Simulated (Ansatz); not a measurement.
`S[S][In]([Br])[Br]` + HCl → `[Cl][In]([Br])[Br]` + `SS`  (ligand exchange at the In–S bond)

Gas-phase electronic energies from Ansatz, PBE0-D4/def2-TZVP geometries. CCSD(T)/CBS is the MP2 limit (def2-TZVPP, def2-QZVPP) plus CCSD(T) − MP2 in def2-TZVPP, frozen cores. This one scheme is used for every species. DFT in def2-TZVPP. B3LYP here is the variant with VWN-RPA as its local correlation; programs differ in this. HSE06 is defined as in plane-wave codes. Elements past krypton have def2 core potentials. For Br, In outer-core shells are correlated without core-valence functions, which leaves a few kJ/mol of doubt a bond. Scalar relativity is left out up to krypton. One conformer a species, not always the lowest.

```tsv
level	ΔE (kcal/mol)	difference from CCSD(T)/CBS
LDA (SPW92)	-2.6	2.4
PBE-D4	-3.2	1.8
revPBE-D4	-3.2	1.8
BLYP-D4	-3.3	1.7
r2SCAN-D4	-4.9	0.1
PBE0-D4	-4.7	0.3
r2SCANh-D4	-5.3	-0.3
r2SCAN0-D4	-5.8	-0.8
HSE06-D4	-4.6	0.4
BHLYP-D4	-6.1	-1.1
CAM-B3LYP-D4	-6.3	-1.3
ωB97X-V	-7.0	-2.0
ωB97M-V	-6.3	-1.3
B2PLYP	-5.9	-0.9
PBE-QIDH	-5.7	-0.7
PBE	-4.4	0.6
revPBE	-5.1	-0.1
BLYP	-5.6	-0.6
r2SCAN	-5.3	-0.3
PBE0	-5.9	-0.9
B3LYP	-6.6	-1.6
r2SCANh	-5.7	-0.7
r2SCAN0	-6.2	-1.2
HSE06	-5.8	-0.8
BHLYP	-8.3	-3.3
CAM-B3LYP	-7.6	-2.6
LC-ωPBE	-7.6	-2.6
RPA@PBE/def2-TZVPP	-5.2	-0.2
HF/def2-SVP	-10.9	-5.9
CCSD/def2-SVP	-7.0	-2.0
CCSD(T)/def2-SVP	-6.3	-1.3
HF/def2-TZVPP	-11.1	-6.1
MP2/def2-TZVPP	-4.1	0.9
CCSD/def2-TZVPP	-6.1	-1.1
CCSD(T)/def2-TZVPP	-5.0	0.0
HF/def2-QZVPP	-11.4	-6.4
SCS-MP2/def2-QZVPP	-5.6	-0.6
HF/CBS(def2)	-11.4	-6.4
MP2/CBS(def2)	-4.1	0.9
CCSD/CBS(def2)	-6.1	-1.1
CCSD(T)/CBS	-5.0	0
```

What do rigid-rotor, harmonic-oscillator terms from PBE0-D4/def2-TZVP frequencies (298.15 K, 1 bar) make of the CCSD(T)/CBS value? (Best estimate.)

Computed: ΔZPE = +1.0 kcal/mol, ΔH = -4.9 kcal/mol, ΔS = 2 J/(mol·K), ΔG = -5.0 kcal/mol. Modes under 50 cm⁻¹ make the entropy rough.

Largest T1 diagnostic among the species: 0.012.

The D4 term adds +2.0 kcal/mol with B3LYP and +1.2 kcal/mol with PBE0; it sums over pairs of atoms, weighted by their polarisabilities, and B3LYP, whose exchange is more repulsive, gets the larger term. From r2SCAN to r2SCAN0 (25 % exact exchange), in def2-TZVPP and without D4, ΔE moves by −1.0 kcal/mol. At CCSD(T), def2-SVP lies −1.3 kcal/mol from the extrapolated value and def2-TZVPP +0.0 kcal/mol.
